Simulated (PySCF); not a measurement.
Vertical excitation energies

Compound: 1,8-naphthyridine, C₈H₆N₂.
SMILES with atom numbers: `[cH:1]1[cH:2][n:3][c:4]2[n:5][cH:6][cH:7][cH:8][c:9]2[cH:10]1` (hydrogens: H11 on C1; H12 on C2; H13 on C6; H14 on C7; H15 on C8; H16 on C10)

Geometry (GFN2-xTB, Å), atoms numbered from 1 in this order:
```xyz
16
C8H6N2 angstrom
C     -2.4074   -0.2039    0.1504
C     -2.2141    1.0707   -0.4167
N     -1.0488    1.5901   -0.6739
C      0.0529    0.8752   -0.3860
N      1.2337    1.4525   -0.6693
C      2.3274    0.7966   -0.4092
C      2.3639   -0.4932    0.1553
C      1.1791   -1.1070    0.4565
C     -0.0270   -0.4291    0.1902
C     -1.3065   -0.9562    0.4553
H     -3.4066   -0.5666    0.3346
H     -3.0680    1.6875   -0.6680
H      3.2508    1.3061   -0.6557
H      3.3118   -0.9745    0.3405
H      1.1462   -2.0971    0.8919
H     -1.3949   -1.9422    0.8927
```

Computed, not measured: PySCF 2.14.0, density-fitted response routines, TDDFT CAM-B3LYP/def2-SVPD, vertical, gas phase, core orbitals frozen in the response.

Problem. List the vertical singlet excitations with oscillator strengths and describe the spectrum.

Solution. 

| state | E (eV) | ν̃ (cm⁻¹) | f | symmetry | main configurations (H = HOMO, L = LUMO) |
| --- | --- | --- | --- | --- | --- |
| S1 | 4.10 | 33080 | 0.0000 | – | H→L (94%) |
| S2 | 4.69 | 37850 | 0.0045 | B1 or B2 | H-3→L (82%), H→L+2 (8%) |
| S3 | 4.75 | 38300 | 0.105 | B1 or B2 | H-2→L (75%), H-1→L+1 (23%) |
| S4 | 5.08 | 40970 | 0.047 | A1 | H-1→L (89%), H-2→L+1 (10%) |
| S5 | 5.23 | 42200 | 0.0004 | – | H→L+1 (90%) |
| S6 | 5.84 | 47130 | 0.0000 | – | H-3→L+1 (95%) |
| S7 | 6.36 | 51290 | 0.0032 | B1 or B2 | H→L+2 (86%), H-3→L (11%) |
| S8 | 6.50 | 52430 | 1.131 | B1 or B2 | H-1→L+1 (74%), H-2→L (22%) |

Triplets (Tamm–Dancoff): T1 3.44 eV, H-1→L (86%); T2 3.67 eV, H→L (87%); T3 3.92 eV, H-2→L (96%).

The lowest singlet comes at 302 nm (396 kJ/mol) in the ultraviolet; it is dark (f under 0.0005); its leading configuration is HOMO→LUMO (94%). The most intense listed level is S8 at 6.50 eV (191 nm, f = 1.131), 2.40 eV above S1. It is the last of those listed, so stronger ones may follow. Löwdin shares by element: HOMO nitrogen 58%, carbon 17% or more (atoms not listed hold the other 25%); LUMO carbon 27% or more, nitrogen 22% (atoms not listed hold the other 52%). Weighted by f, the mean energy of these states is 6.30 eV. Orbital energies (eV): HOMO-3 -9.30, HOMO-2 -8.77, HOMO-1 -8.74, HOMO -8.68, LUMO -0.97, LUMO+1 0.20, LUMO+2 1.08. Of the 8 states listed, 3 reach f = 0.01 and 3 stay under 0.0005. Symmetry labels in C2v follow from the direction of the transition dipole and are given only for states with f of 0.002 or more; B1 and B2 swap with the choice of axes. The window holds the lowest 8 singlets.
